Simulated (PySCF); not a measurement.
# Orbital picture of ZrH

PBE0 at R = 1.865 Å; Zr cc-pVDZ-PP with ECP28, H cc-pVDZ; scalar-relativistic core potentials (PySCF 2.14). State: quartet, unpaired electrons σ ↑, π ↑, δ ↑, a mixture of terms (⟨Lz²⟩ = 4.9). Only the outer orbitals are listed, counted within each symmetry, core potentials removing the inner ones.

```tsv
spin	orbital	occ.	ε (eV)	on Zr (%)	main shells (%)
α	1σ	1	-57.27	100	100 Zr s
α	1π	1	-34.15	100	100 Zr p
α	1π	1	-34.07	100	100 Zr p
α	2σ	1	-33.97	100	100 Zr p
α	3σ	1	-7.41	48	52 H s, 22 Zr s, 21 Zr d
α	4σ	1	-4.81	99	63 Zr s, 29 Zr d
α	1δ	1	-4.71	100	100 Zr d
α	2π	1	-4.40	100	98 Zr d
α	2π	0	-1.76	100	90 Zr d, 10 Zr p
α	1δ	0	-1.76	97	79 Zr d, 16 Zr p
α	5σ	0	-1.26	96	52 Zr d, 44 Zr p
β	1σ	1	-55.95	100	100 Zr s
β	1π	1	-32.79	100	100 Zr p
β	2σ	1	-32.48	100	100 Zr p
β	1π	1	-32.06	100	100 Zr p
β	3σ	1	-7.16	41	58 H s, 18 Zr d, 17 Zr s
β	4σ	0	-1.64	99	76 Zr s, 14 Zr d, 9 Zr p
β	2π	0	-0.75	100	100 Zr d
β	1δ	0	-0.50	99	84 Zr d, 14 Zr p
```

Q: Which are the highest filled and the lowest empty level, where do they sit, and how wide is the gap?

A: Highest filled α 2π at -4.40 eV (in %: 98 Zr d); lowest empty α 2π at -1.76 eV (in %: 90 Zr d, 10 Zr p); the gap at PBE0 is 2.64 eV. Both belong to one degenerate shell, split only by its one-sided filling, so this is no excitation gap.

The bond order (Mayer) is 1.00 and the ⟨S²⟩ is 3.758. The charge on Zr (Mulliken, basis-dependent) is 0.13 and the charge on Zr (Löwdin, basis-dependent) is 0.16. The dipole moment (positive dipole means Zr(−)H(+)) is -2.52 D and the polarisability along the bond is 88.4 bohr³. The polarisability across the bond is 110.0 bohr³.

Spin–orbit coupling is left out. The state is the lowest single determinant that the PBE0 search found; with open d or f shells the true ground state can be another one.
